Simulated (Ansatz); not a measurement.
Ansatz (a quantum-chemistry and plane-wave program) input file for Al(F)2(GeH3) (AlF₂GeH₃), SMILES [Al]([F])([F])[GeH3], PBE0/def2-SVPD. The structure is a stationary point at PBE0-D3(BJ)/def2-SVP.

Ansatz 0.2 input:
```yaml
crystal:
  periodic: [false, false, false]
  atoms:
    - {symbol: Al, position_ang: [0.51937123, -0.57441867, 0.75444927]}
    - {symbol: F, position_ang: [2.12890633, -0.95741470, 0.63083303]}
    - {symbol: F, position_ang: [-0.26508845, -1.13772679, 2.10372841]}
    - {symbol: Ge, position_ang: [-0.64919361, 0.72803193, -0.95110519]}
    - {symbol: H, position_ang: [-1.53094057, 1.80658310, -0.29731732]}
    - {symbol: H, position_ang: [0.34514865, 1.41010238, -1.90535581]}
    - {symbol: H, position_ang: [-1.56619932, -0.18999112, -1.78085456]}
basis:
  gaussian:
    orbitals: def2-SVPD
hamiltonian:
  xc: {name: PBE0}
```

Output:

```
WARN ansatz: RAYON_NUM_THREADS=1 ignored (pool sized by the plan → 1); use --threads N
Functional definition: PBE0
integrals: 0.07 GiB planned
1251 factors; their error is unknown
mean field: 0.60 GiB planned
mean field evaluation 1: about -68568.9997 eV, gradient 5.2e1 eV
mean field evaluation 2: about -68560.2254 eV, gradient 9.2e1 eV
mean field evaluation 4: about -68573.1916 eV, gradient 1.3e0 eV
mean field evaluation 8: about -68573.4656 eV, gradient 1.8e-1 eV
mean field -68573.46561649 eV, -2520.0283806416 hartree, gradient 6.7e-5 eV, S^2 0.000000; 0 other end points of the search recorded, 0 dependent functions left out
reference -68573.46565526 eV, -2520.0283820664 hartree; 33, 33 occupied and 99, 99 virtual orbitals, 1251 factors
Total energy: -68573.46565526 eV, -2520.0283820664 hartree
```

The run converged.
